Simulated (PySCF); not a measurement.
Molfile (atoms numbered from 1):
```
C5H16AlN
     RDKit          3D

 23 22  0  0  0  0  0  0  0  0999 V2000
    2.9101    0.2120    0.5640 C   0  0  0  0  0  0  0  0  0  0  0  0
    1.6067    0.2917   -0.2150 C   0  0  0  0  0  0  0  0  0  0  0  0
    0.4688   -0.3486    0.5584 C   0  0  0  0  0  0  0  0  0  0  0  0
   -0.8699   -0.2513   -0.0657 N   0  0  0  0  0  0  0  0  0  0  0  0
   -1.8534   -0.8541    0.8450 C   0  0  0  0  0  0  0  0  0  0  0  0
   -0.9229   -0.9286   -1.3672 C   0  0  0  0  0  0  0  0  0  0  0  0
   -1.4587    1.7337   -0.3304 Al  0  0  0  0  0  4  0  0  0  0  0  0
    3.7359    0.6669   -0.0015 H   0  0  0  0  0  0  0  0  0  0  0  0
    3.1916   -0.8316    0.7803 H   0  0  0  0  0  0  0  0  0  0  0  0
    2.8342    0.7427    1.5260 H   0  0  0  0  0  0  0  0  0  0  0  0
    1.3585    1.3436   -0.4295 H   0  0  0  0  0  0  0  0  0  0  0  0
    1.7325   -0.2006   -1.1929 H   0  0  0  0  0  0  0  0  0  0  0  0
    0.6900   -1.4194    0.7394 H   0  0  0  0  0  0  0  0  0  0  0  0
    0.3865    0.1368    1.5435 H   0  0  0  0  0  0  0  0  0  0  0  0
   -1.8584   -0.3012    1.7948 H   0  0  0  0  0  0  0  0  0  0  0  0
   -2.8547   -0.7898    0.4003 H   0  0  0  0  0  0  0  0  0  0  0  0
   -1.6027   -1.9111    1.0435 H   0  0  0  0  0  0  0  0  0  0  0  0
   -0.6536   -1.9952   -1.2665 H   0  0  0  0  0  0  0  0  0  0  0  0
   -1.9423   -0.8507   -1.7695 H   0  0  0  0  0  0  0  0  0  0  0  0
   -0.2401   -0.4434   -2.0747 H   0  0  0  0  0  0  0  0  0  0  0  0
   -3.0234    1.4857   -0.6152 H   0  0  0  0  0  0  0  0  0  0  0  0
   -1.0541    2.3217    1.1134 H   0  0  0  0  0  0  0  0  0  0  0  0
   -0.5834    2.2095   -1.5915 H   0  0  0  0  0  0  0  0  0  0  0  0
  1  2  1  0
  2  3  1  0
  3  4  1  0
  4  5  1  0
  4  6  1  0
  4  7  1  0
  1  8  1  0
  1  9  1  0
  1 10  1  0
  2 11  1  0
  2 12  1  0
  3 13  1  0
  3 14  1  0
  5 15  1  0
  5 16  1  0
  5 17  1  0
  6 18  1  0
  6 19  1  0
  6 20  1  0
  7 21  1  0
  7 22  1  0
  7 23  1  0
M  CHG  2   4   1   7  -1
M  END
```

Geometry: PBE0-D3(BJ)/def2-SVP; GIAO shifts from PySCF 2.14.0 with density-fitted response routines, gas phase, non-relativistic, averaged over equivalent atoms.

At PBE0/pcSseg-1 (206 basis functions, 37 s wall time on 1 thread of an Arm Neoverse V1, shared host):
```json
{"atoms": "C3", "δ (ppm)": "64.9"}
{"atoms": "C5/C6", "δ (ppm)": "46.9"}
{"atoms": "C2", "δ (ppm)": "22.2"}
{"atoms": "C1", "δ (ppm)": "13.2"}
{"atoms": "N4", "δ (ppm)": "51.6"}
{"atoms": "Al7", "δ (ppm)": "78.4"}
{"atoms": "H21/H22/H23", "δ (ppm)": "3.97"}
{"atoms": "H15/H16/H17/H18/H19/H20", "δ (ppm)": "2.37"}
{"atoms": "H13/H14", "δ (ppm)": "2.18"}
{"atoms": "H11/H12", "δ (ppm)": "1.81"}
{"atoms": "H8/H9/H10", "δ (ppm)": "0.97"}
```

References, each an isolated molecule treated in the same way: TMS for 13C (σref 184.41) and 1H (σref 31.27); 15N (σref 265.67) against NH3; 27Al (σref 489.28) vs AlH4-.

Estimate the result of repeating the calculation with B3LYP/pcSseg-1.

Answers


```json
{"atoms": "C3", "δ at B3LYP/pcSseg-1": "66.6", "change": "+1.7"}
{"atoms": "C5/C6", "δ at B3LYP/pcSseg-1": "47.6", "change": "+0.7"}
{"atoms": "C2", "δ at B3LYP/pcSseg-1": "23.5", "change": "+1.3"}
{"atoms": "C1", "δ at B3LYP/pcSseg-1": "13.7", "change": "+0.5"}
{"atoms": "N4", "δ at B3LYP/pcSseg-1": "57.2", "change": "+5.6"}
{"atoms": "Al7", "δ at B3LYP/pcSseg-1": "78.7", "change": "+0.3"}
{"atoms": "H21/H22/H23", "δ at B3LYP/pcSseg-1": "3.83", "change": "-0.14"}
{"atoms": "H15/H16/H17/H18/H19/H20", "δ at B3LYP/pcSseg-1": "2.38", "change": "+0.01"}
{"atoms": "H13/H14", "δ at B3LYP/pcSseg-1": "2.20", "change": "+0.02"}
{"atoms": "H11/H12", "δ at B3LYP/pcSseg-1": "1.83", "change": "+0.02"}
{"atoms": "H8/H9/H10", "δ at B3LYP/pcSseg-1": "0.99", "change": "+0.02"}
```

Referencing at the same level of theory: TMS for 13C (σref 179.24), 1H (σref 31.38); NH3 for 15N (σref 263.54); AlH4- for 27Al (σref 484.83).

The largest change is at N4 (donor nitrogen of a Lewis adduct). Cost: 206 basis functions, 34 s wall time on 1 thread of an Arm Neoverse V1, shared host. The order of the carbon signals is the same at both levels.

Experimental scales use liquid or dissolved standards, which lie at an offset from isolated NH3 (liquid NH3: subtract about 20 ppm).
